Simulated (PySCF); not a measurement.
Input file for PySCF: R-BP86/6-31G* on As2BH5 (SMILES [AsH2]B[AsH2]), a point of a torsion scan.

```python
from pyscf import gto, scf, dft, mp
from pyscf.data.elements import chemcore

mol = gto.M(
    atom='''
    As    1.82299978   -0.16762112    0.11971099
    B     0.03887445   -1.01731031   -0.11793989
    As   -1.01923911   -0.90729502   -1.81258400
    H     1.31351463    1.22358883   -0.14244815
    H     1.69111310    0.04954360    1.60589391
    H    -0.37274761   -1.74663594    0.71151667
    H    -0.34648645    0.33179613   -2.36129814
    H    -2.07129269   -0.05519447   -1.15387105
    ''',
    basis='6-31g*',
    cart=True,
    charge=0, spin=0, verbose=3, max_memory=1800)
mf = dft.RKS(mol, xc='b88,p86')
mf.conv_tol = 1e-8
mf.max_cycle = 100
mf.kernel()
if not mf.converged:
    mf = mf.newton().run(mf.mo_coeff, mf.mo_occ)
```

**Question.** Predict the final total energy.

**Answer.** -4499.5506 hartree.
